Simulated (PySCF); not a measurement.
Species: AlCl2(OEt), C₂H₅AlCl₂O.
SMILES: `CC[O][Al]([Cl])[Cl]`

Theory: TDDFT wB97X-D/def2-SVPD, vertical, gas phase, core orbitals frozen in the response (PySCF). Geometry: PBE0-D3(BJ)/def2-SVP, one conformer, isolated molecule.

Broadening: Gaussians 0.25 eV wide at half height, area fixed by f = 4.319×10⁻⁹ ∫ε dν̃. The width is an assumption, not a result. The curve ends short of the highest state used, and states not computed would add to its high-energy end.

λ (nm), ε (L mol⁻¹ cm⁻¹) and a bar:
```
    145.6       2825 #####
    147.9       3190 ######
    150.1       6558 ############
    152.3      12214 ######################
    154.6      17025 ##############################
    156.8      15954 ############################
    159.1      13271 #######################
    161.3       8418 ###############
    163.6       8737 ###############
    165.8       9079 ################
    168.1       7088 ############
    170.3       4096 #######
    172.5       1571 ###
    174.8        495 #
    177.0        316 #
    179.3        703 #
    181.5       1288 ##
    183.8       1485 ###
    186.0       1168 ##
    188.3        648 #
    190.5        258 
    192.8         65 
    195.0         11 
    197.2          1
```

Question: Where are the band maxima, and which computed states make them?

Answer: 183 nm (6.76 eV), ε about 1500, made up of S1 (28%) and S2 (72%); 165 nm (7.52 eV), ε about 9300, made up of S4 (20%) and S6 (77%); 155 nm (8.01 eV), ε about 17000, made up of S8 (17%) and S9 (82%) (ε in L mol⁻¹ cm⁻¹; maxima over ε = 5, shares over 10%). At its high-energy end, 8.52 eV, the curve is still rising (ε about 2900, from S11 and S12). The states used: S1 6.66 eV (f 0.0060); S2 6.80 eV (f 0.011); S3 7.16 eV (f 0.0034); S4 7.37 eV (f 0.046); S5 7.44 eV (f 0.0011); S6 7.55 eV (f 0.070); S7 7.81 eV (f 0.0009); S8 7.83 eV (f 0.116); S9 8.05 eV (f 0.135); S10 8.26 eV (f 0.0056); S11 8.27 eV (f 0.037); S12 8.59 eV (f 0.028); S13 8.76 eV (f 0.0052); S14 8.83 eV (f 0.015); S15 9.12 eV (f 0.231).

Question: What would ε be at 8.01 eV, the highest of these maxima, with half the width (0.125 eV)?

Answer: About 23300 L mol⁻¹ cm⁻¹ against 17000, a factor of about 1.4; a lone state at its own centre would give exactly 2.

Question: On this curve, what absorbance would a 10⁻⁴ mol/L sample give at 193 nm over a 1 cm path?

Answer: 193 nm is 6.424 eV, where ε is about 56 L mol⁻¹ cm⁻¹, so A = ε c l ≈ 0.0056 (Beer–Lambert, with the gas-phase spectrum and the assumed width).

Question: Coming from long wavelengths, where does ε first pass 100 L mol⁻¹ cm⁻¹?

Answer: At about 192 nm (6.45 eV), 0.21 eV below S1.

On one thread, Intel Xeon at 2.50 GHz (x86_64), shared host with 64 logical CPUs at a one-minute load of 63, this took 98 s wall, 84 s CPU (grids of density and orbitals included) and 0.84 GiB of memory at its peak.
